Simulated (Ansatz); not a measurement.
Geometry optimisation, RKS PBE/def2-SVP in Ansatz 0.2.0.

The input (input.yaml):

```yaml
crystal:
  periodic: [false, false, false]
  atoms:
    - { symbol: Ga, position_ang: [0.250775, -0.129848, 0.104694] }
    - { symbol: "N", position_ang: [0.011892, -0.374213, 1.975548] }
    - { symbol: H, position_ang: [-0.827112, -0.834269, 2.339684] }
    - { symbol: H, position_ang: [0.813982, -0.555137, 2.585256] }
    - { symbol: H, position_ang: [1.71336, 0.16425, -0.375919] }
    - { symbol: H, position_ang: [-1.066454, -0.274508, -0.744172] }
    - { symbol: O, position_ang: [-0.454379, 2.572747, 1.149038] }
    - { symbol: Al, position_ang: [-1.947885, 3.248796, 0.594583] }
    - { symbol: H, position_ang: [-3.342694, 2.681705, 1.134629] }
    - { symbol: H, position_ang: [-1.792962, 4.442662, -0.446779] }
    - { symbol: H, position_ang: [-0.389324, 1.837514, 1.814638] }
basis:
  gaussian: { orbitals: def2-SVP }
hamiltonian:
  xc: pbe
relax:
  f_tol: 0.03
  max_steps: 50
```

Command:

```bash
$ ansatz run input.yaml --threads 2 --pin off --max-ram 3072MiB --backend cpu --events-out ev --progress --plain --runs-dir out
```

Problem. Where does it end, and by what steps?

Solution. It converged. The force dipped under the threshold on the way, but the program's further checks kept it going. After 34 steps the energy has fallen by 1.037 eV; H11 moved furthest, 1.67 Å. Parted: O7–H11 (0.99 → 2.38 Å). Joined: Ga1–O7 (2.98 → 1.85 Å), N2–H11 (2.25 → 1.03 Å).

```
step  energy less start (eV)  largest force component (eV/Å)  accepted
   0                  0.0000                           0.878       yes
   2                 -0.2281                           0.786       yes
   4                 -0.2755                           0.429       yes
   6                 -0.3190                           0.056       yes
   8                 -0.3199                           0.384        no
  10                 -0.3480                           0.094       yes
  12                 -0.3624                           0.276       yes
  14                 -0.3809                           0.291       yes
  16                 -0.3874                           0.116       yes
  18                 -0.3909                           0.049       yes
  20                 -0.3932                           0.139       yes
  22                 -0.4583                           0.776       yes
  24                 -0.8374                           0.961       yes
  26                 -0.9339                           1.229       yes
  28                 -1.0200                           0.291       yes
  30                 -1.0352                           0.045       yes
  32                 -1.0370                           0.033       yes
  34                 -1.0374                           0.002       yes
```

```xyz
11
Properties=species:S:1:pos:R:3
Ga 0.056 0.574 0.087
N -0.076 -0.354 2.026
H -0.526 -1.278 2.062
H 0.795 -0.397 2.571
H 1.584 0.985 0.002
H -0.666 -0.480 -0.851
O -1.057 1.915 0.721
Al -1.884 3.378 0.421
H -2.734 3.996 1.632
H -1.817 4.106 -1.007
H -0.705 0.335 2.468
```

Whether the end is a true minimum wasn't checked by a vibrational analysis.

The run took 92 s on 2 threads of Arm Neoverse V1, with other jobs on the host, peak memory 0.16 GiB.
